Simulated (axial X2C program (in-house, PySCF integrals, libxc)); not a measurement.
**Spin–orbit effects down a group: molecules with Na (ions), CCSD(T)**

All values come from calculations with an in-house relativistic program for diatomic molecules, spin-free (one-electron X2C) or two-component (2c: spin–orbit coupling with atomic mean-field Coulomb and Gaunt terms, which also bring small scalar terms), in Dyall basis sets with cores contracted in-house; open shells are unrestricted.

Basis sets: Ag dyall-cv3z, Au dyall-cv3z, Cu dyall-cv3z, Na dyall-cv3z. Frozen shells (counts by l): NaCu⁺ Cu 3s2p, Na 2s1p, 11 electrons correlated; NaAg⁺ Ag 4s3p1d, Na 2s1p, 11 electrons correlated; NaAu⁺ Au 5s4p2d1f, Na 2s1p, 11 electrons correlated. Coupled cluster in natural virtuals with an MP2 remainder. Where the outer core of a metal is frozen, bonds come out longer and ionisation energies lower.

```tsv
molecule	spin-free state	Re (Å)	ωe (cm⁻¹)	De (eV)	2c state	Re 2c (Å)	ωe 2c (cm⁻¹)	De 2c (eV)
NaCu⁺	M_S = 1/2, Λ = 0	3.066	114.2	0.43	Ω = 1/2	3.066	114.1	0.42
NaAg⁺	M_S = 1/2, Λ = 0	3.153	109.2	0.39	Ω = 1/2	3.154	109.1	0.39
NaAu⁺	M_S = 1/2, Λ = 0	3.049	113.0	0.34	Ω = 1/2	3.046	114.0	0.34
```

Fragments in 2c: Cu + Na+, Ag + Na+, Au + Na+. Each entry is the lowest single determinant of a limited PBE0 search at one distance. De goes to single-determinant-based atoms at the same level (for ions the charge split of lowest energy) and is withheld (n/a) where an atom does not fit its ground term or J level. Main or longest-lived isotopes.
